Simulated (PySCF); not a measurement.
PySCF input for Al(Me)2(Cl) anion (C2H6AlCl), SMILES [CH3][Al]([CH3])[Cl] (connectivity only; charge and spin as stated), charge -1, multiplicity 2, PBE-D3(BJ)/def2-SVPD. Geometry optimised at PBE-D3(BJ)/def2-SVPD. The spin state was assumed, not searched. The isomer is the one that the SMILES or the coordinates give; other isomers of the formula were not compared.

```python
import numpy as np
from pyscf import gto, scf, dft, df
from pyscf.hessian import thermo

mol = gto.M(
    atom='''
    Al    0.45041403    0.54874925   -0.00000000
    C     1.26786233   -0.23414498    1.67300051
    H     2.35467172   -0.00856386    1.74598440
    H     0.78898972    0.13333392    2.60442880
    H     1.15809446   -1.34383915    1.66174235
    C     1.26786234   -0.23414498   -1.67300050
    H     1.15809447   -1.34383915   -1.66174234
    H     0.78898975    0.13333392   -2.60442880
    H     2.35467174   -0.00856386   -1.74598440
    Cl   -1.74548484   -0.11093307   -0.00000001
    ''',
    basis='def2-SVPD',
    charge=-1,
    spin=1,
    max_memory=1600,
    verbose=3,
)
mf = dft.UKS(mol, xc='pbe').density_fit(auxbasis='def2-universal-jkfit')
mf.disp = 'd3bj'
mf.grids.level = 3
mf.conv_tol = 1e-11
mf.max_cycle = 100
mf.kernel()
fine, coarse = mf.grids, dft.Grids(mol).set(level=1).build(with_non0tab=True)
for _ in range(3):  # follow internal instabilities
    mf.grids = coarse
    mo, _, stable, _ = mf.stability(return_status=True, nroots=4)
    mf.grids = fine
    if stable:
        break
    mf.kernel(mf.make_rdm1(mo, mf.mo_occ))

# [left out here: the lines that compute and print the analytic Hessian (its translational invariance restored by hand, since the grid's response is missing), thermochemistry and intensities]
```

Program output:

```

WARN: HOMO -0.133037529940427 >= LUMO -0.133037529940425

converged SCF energy = -781.848373550072  <S^2> = 0.75137928  2S+1 = 2.0013788
<class 'pyscf.df.df_jk.DFUKS'> wavefunction is stable in the internal stability analysis

WARN: DFTD3 does not support analytical Hessian, using finite difference


WARN: Mole.unit (angstrom) is changed to Bohr

Mode                                 0                   1                   2
Irrep
Freq [cm^-1]                      112.3900            123.2381            133.1467
Reduced mass [au]                   1.0249              1.0455              2.5290
Force const [Dyne/A]                0.0076              0.0094              0.0264
Char temp [K]                     161.7042            177.3122            191.5684
Normal mode                   x     y     z       x     y     z       x     y     z
       0  Al                -0.00  0.00 -0.01   -0.01  0.01  0.00   -0.05 -0.00 -0.00
       1   C                -0.00  0.01 -0.01    0.02  0.01 -0.02    0.10 -0.02 -0.08
       2   H                -0.09  0.35  0.22    0.10 -0.30 -0.26    0.09  0.08 -0.19
       3   H                -0.28 -0.27 -0.04    0.31  0.29  0.03    0.18 -0.13  0.00
       4   H                 0.35 -0.02 -0.18   -0.32  0.04  0.16    0.22 -0.03 -0.15
       5   C                 0.00 -0.01 -0.01    0.02  0.01  0.02    0.10 -0.02  0.08
       6   H                -0.35  0.02 -0.18   -0.32  0.04 -0.16    0.22 -0.03  0.15
       7   H                 0.28  0.27 -0.04    0.31  0.29 -0.03    0.18 -0.13 -0.00
       8   H                 0.09 -0.35  0.22    0.10 -0.30  0.26    0.09  0.08  0.19
       9  Cl                -0.00 -0.00  0.01   -0.01 -0.02 -0.00   -0.06  0.02  0.00
Mode                                 3                   4                   5
Irrep
Freq [cm^-1]                      135.6545            175.1809            339.9801
Reduced mass [au]                   3.6926              2.9636             12.3568
Force const [Dyne/A]                0.0400              0.0536              0.8415
Char temp [K]                     195.1767            252.0463            489.1557
Normal mode                   x     y     z       x     y     z       x     y     z
       0  Al                -0.00 -0.00  0.08    0.01 -0.12 -0.00    0.11  0.06 -0.00
       1   C                 0.12  0.02  0.03    0.04  0.06  0.07    0.03 -0.01  0.04
       2   H                 0.11  0.11 -0.06    0.02  0.15  0.02    0.04 -0.07  0.12
       3   H                 0.18 -0.02  0.08    0.03  0.19  0.01   -0.02 -0.01  0.01
       4   H                 0.22  0.01  0.04    0.12  0.05  0.27   -0.03 -0.00 -0.01
       5   C                -0.12 -0.02  0.03    0.04  0.06 -0.07    0.03 -0.01 -0.04
       6   H                -0.22 -0.01  0.04    0.12  0.05 -0.27   -0.03 -0.00  0.01
       7   H                -0.18  0.02  0.08    0.03  0.19 -0.01   -0.02 -0.01 -0.01
       8   H                -0.11 -0.11 -0.06    0.02  0.15 -0.02    0.04 -0.07 -0.12
       9  Cl                -0.00  0.00 -0.08   -0.04  0.03  0.00   -0.11 -0.03  0.00
Mode                                 6                   7                   8
Irrep
Freq [cm^-1]                      515.5816            521.8641            561.8498
Reduced mass [au]                   4.1266              1.2853              1.4488
Force const [Dyne/A]                0.6463              0.2062              0.2695
Char temp [K]                     741.8071            750.8463            808.3768
Normal mode                   x     y     z       x     y     z       x     y     z
       0  Al                 0.08 -0.06  0.00    0.00 -0.00 -0.04    0.00  0.00 -0.05
       1   C                -0.05  0.05 -0.13    0.05 -0.07  0.01    0.08  0.02  0.05
       2   H                -0.06  0.06 -0.10    0.01  0.05  0.21    0.12 -0.28  0.37
       3   H                -0.11  0.10 -0.19   -0.16  0.25 -0.22   -0.09 -0.11  0.02
       4   H                -0.07  0.05 -0.10    0.10 -0.08  0.43   -0.20  0.05 -0.20
       5   C                -0.05  0.05  0.13   -0.05  0.07  0.01   -0.08 -0.02  0.05
       6   H                -0.07  0.05  0.10   -0.10  0.08  0.43    0.20 -0.05 -0.20
       7   H                -0.11  0.10  0.19    0.16 -0.25 -0.22    0.09  0.11  0.02
       8   H                -0.06  0.06  0.10   -0.01 -0.05  0.21   -0.12  0.28  0.37
       9  Cl                -0.01 -0.00  0.00   -0.00 -0.00 -0.00   -0.00 -0.00 -0.01
Mode                                 9                  10                  11
Irrep
Freq [cm^-1]                      607.4282            628.6409            668.8742
Reduced mass [au]                   2.4422              1.3885              1.4024
Force const [Dyne/A]                0.5309              0.3233              0.3697
Char temp [K]                     873.9540            904.4743            962.3611
Normal mode                   x     y     z       x     y     z       x     y     z
       0  Al                 0.00  0.00  0.11   -0.04 -0.05  0.00    0.04 -0.04 -0.00
       1   C                 0.01  0.04 -0.10    0.07  0.06  0.00   -0.06  0.06  0.06
       2   H                 0.00 -0.05  0.15    0.10 -0.26  0.31   -0.02  0.00 -0.25
       3   H                -0.21  0.14 -0.25   -0.12 -0.09 -0.03    0.22 -0.24  0.30
       4   H                -0.15  0.06 -0.08   -0.25  0.09 -0.29   -0.01  0.05 -0.29
       5   C                -0.01 -0.04 -0.10    0.07  0.06 -0.00   -0.06  0.06 -0.06
       6   H                 0.15 -0.06 -0.08   -0.25  0.09  0.29   -0.01  0.05  0.29
       7   H                 0.21 -0.14 -0.25   -0.12 -0.09  0.03    0.22 -0.24 -0.30
       8   H                -0.00  0.05  0.15    0.10 -0.26 -0.31   -0.02  0.00  0.25
       9  Cl                 0.00 -0.00 -0.01   -0.00  0.01 -0.00   -0.00  0.00 -0.00
Mode                                12                  13                  14
Irrep
Freq [cm^-1]                     1102.9824           1104.5786           1354.5562
Reduced mass [au]                   1.2589              1.2382              1.0578
Force const [Dyne/A]                0.9024              0.8901              1.1435
Char temp [K]                    1586.9461           1589.2427           1948.9048
Normal mode                   x     y     z       x     y     z       x     y     z
       0  Al                 0.00 -0.00 -0.01   -0.00  0.00 -0.00   -0.00  0.00 -0.00
       1   C                 0.04 -0.04  0.08    0.04 -0.04  0.07    0.03 -0.02 -0.03
       2   H                -0.01  0.20 -0.30   -0.01  0.21 -0.30   -0.07  0.41  0.09
       3   H                -0.22  0.22 -0.18   -0.22  0.22 -0.19    0.10 -0.20  0.10
       4   H                -0.17  0.00 -0.31   -0.18  0.01 -0.31   -0.45  0.03  0.15
       5   C                -0.04  0.04  0.08    0.04 -0.04 -0.07   -0.03  0.02 -0.03
       6   H                 0.17 -0.00 -0.31   -0.18  0.01  0.31    0.45 -0.03  0.15
       7   H                 0.22 -0.22 -0.18   -0.22  0.22  0.19   -0.10  0.20  0.10
       8   H                 0.01 -0.20 -0.30   -0.01  0.21  0.30    0.07 -0.41  0.09
       9  Cl                -0.00 -0.00  0.00    0.00  0.00  0.00    0.00 -0.00  0.00
Mode                                15                  16                  17
Irrep
Freq [cm^-1]                     1357.5646           1360.5716           1370.4955
Reduced mass [au]                   1.0552              1.0588              1.0539
Force const [Dyne/A]                1.1457              1.1548              1.1663
Char temp [K]                    1953.2332           1957.5596           1971.8378
Normal mode                   x     y     z       x     y     z       x     y     z
       0  Al                -0.00  0.00  0.00    0.00 -0.00  0.00    0.00  0.00 -0.00
       1   C                -0.03  0.02  0.03    0.03  0.04  0.01    0.03  0.03  0.01
       2   H                 0.07 -0.41 -0.10    0.08 -0.16 -0.33    0.07 -0.14 -0.33
       3   H                -0.12  0.20 -0.11   -0.36 -0.35 -0.04   -0.36 -0.35 -0.04
       4   H                 0.45 -0.03 -0.15   -0.06  0.03  0.28   -0.07  0.03  0.29
       5   C                -0.03  0.02 -0.03   -0.03 -0.04  0.01    0.03  0.03 -0.01
       6   H                 0.45 -0.03  0.15    0.06 -0.03  0.28   -0.07  0.03 -0.29
       7   H                -0.12  0.20  0.11    0.36  0.35 -0.04   -0.36 -0.35  0.04
       8   H                 0.07 -0.41  0.10   -0.08  0.16 -0.33    0.07 -0.14  0.33
       9  Cl                 0.00 -0.00 -0.00   -0.00  0.00 -0.00    0.00 -0.00 -0.00
Mode                                18                  19                  20
Irrep
Freq [cm^-1]                     2905.3067           2907.5683           2993.2159
Reduced mass [au]                   1.0379              1.0372              1.0973
Force const [Dyne/A]                5.1616              5.1663              5.7921
Char temp [K]                    4180.0895           4183.3434           4306.5712
Normal mode                   x     y     z       x     y     z       x     y     z
       0  Al                -0.00 -0.00 -0.00   -0.00 -0.00  0.00   -0.00 -0.00 -0.00
       1   C                 0.01 -0.03  0.02    0.01 -0.03  0.02    0.03  0.05  0.02
       2   H                -0.35 -0.08 -0.01   -0.35 -0.08 -0.01   -0.47 -0.09 -0.02
       3   H                 0.13 -0.11 -0.23    0.13 -0.11 -0.23    0.10 -0.06 -0.16
       4   H                 0.06  0.52  0.02    0.06  0.51  0.02   -0.04 -0.42 -0.00
       5   C                -0.01  0.03  0.02    0.01 -0.03 -0.02   -0.03 -0.05  0.02
       6   H                -0.06 -0.52  0.02    0.06  0.51 -0.02    0.04  0.42 -0.00
       7   H                -0.13  0.11 -0.23    0.13 -0.11  0.23   -0.10  0.06 -0.16
       8   H                 0.35  0.08 -0.01   -0.35 -0.08  0.01    0.47  0.09 -0.02
       9  Cl                 0.00  0.00  0.00    0.00  0.00  0.00    0.00  0.00  0.00
Mode                                21                  22                  23
Irrep
Freq [cm^-1]                     2995.3598           3023.6589           3024.0105
Reduced mass [au]                   1.0967              1.0994              1.0988
Force const [Dyne/A]                5.7975              5.9221              5.9203
Char temp [K]                    4309.6558           4350.3720           4350.8778
Normal mode                   x     y     z       x     y     z       x     y     z
       0  Al                -0.00 -0.00  0.00   -0.00  0.00  0.00   -0.00  0.00 -0.00
       1   C                -0.04 -0.05 -0.02   -0.04  0.02  0.04   -0.04  0.02  0.04
       2   H                 0.48  0.09  0.03    0.31  0.07  0.03    0.30  0.07  0.03
       3   H                -0.09  0.05  0.15    0.25 -0.20 -0.49    0.25 -0.20 -0.49
       4   H                 0.04  0.43  0.00   -0.02 -0.09  0.01   -0.02 -0.10  0.01
       5   C                -0.04 -0.05  0.02    0.04 -0.02  0.04   -0.04  0.02 -0.04
       6   H                 0.04  0.42 -0.00    0.02  0.09  0.01   -0.02 -0.10 -0.01
       7   H                -0.09  0.05 -0.15   -0.25  0.20 -0.49    0.25 -0.20  0.49
       8   H                 0.48  0.09 -0.03   -0.31 -0.07  0.03    0.30  0.07 -0.03
       9  Cl                 0.00  0.00 -0.00    0.00 -0.00 -0.00    0.00  0.00  0.00
temperature 298.1500 [K]
pressure 101325.00 [Pa]
Rotational constants [GHz] 4.76767 2.81567 1.95328
Symmetry number 1
Zero-point energy (ZPE) 0.06840 [Eh]   179581.595 [J/mol]
                           tot       elec      trans        rot        vib
Entropy [J/mol/K]       362.090      5.763    165.208    112.582     78.537
Cv [J/mol/K]            102.860      0.000     12.472     12.472     77.917
Cp [J/mol/K]            111.174      0.000     20.786     12.472     77.917
Internal energy [J/mol]                      3718.434   3718.434 192266.347
Internal energy [Eh]   -781.77231  -781.84837
Enthalpy [J/mol]                             6197.391   3718.434 192266.347
Enthalpy [Eh]          -781.77137
Gibbs free energy [J/mol]                  -43059.366 -29847.979 168850.541
Gibbs free energy [Eh] -781.81249
mode   freq/cm-1   IR/(km/mol)
   1      112.39         0.023
   2      123.24         0.042
   3      133.15         0.150
   4      135.65         0.103
   5      175.18         4.087
   6      339.98        65.348
   7      515.58        28.175
   8      521.86        12.863
   9      561.85         0.351
  10      607.43        48.344
  11      628.64        52.596
  12      668.87        47.400
  13     1102.98        25.897
  14     1104.58        10.712
  15     1354.56         2.327
  16     1357.56         6.393
  17     1360.57         0.355
  18     1370.50         1.818
  19     2905.31        73.657
  20     2907.57        91.601
  21     2993.22         0.125
  22     2995.36        77.211
  23     3023.66        13.837
  24     3024.01        36.521
max |gradient| / (hartree/bohr): 2.4949870559550135e-05
APT charges: [ 0.7232 -0.3233 -0.0372 -0.0232 -0.0803 -0.3233 -0.0803 -0.0232 -0.0372
 -0.7953]
```

The run converged.

Cost: very roughly 10 core-minutes.
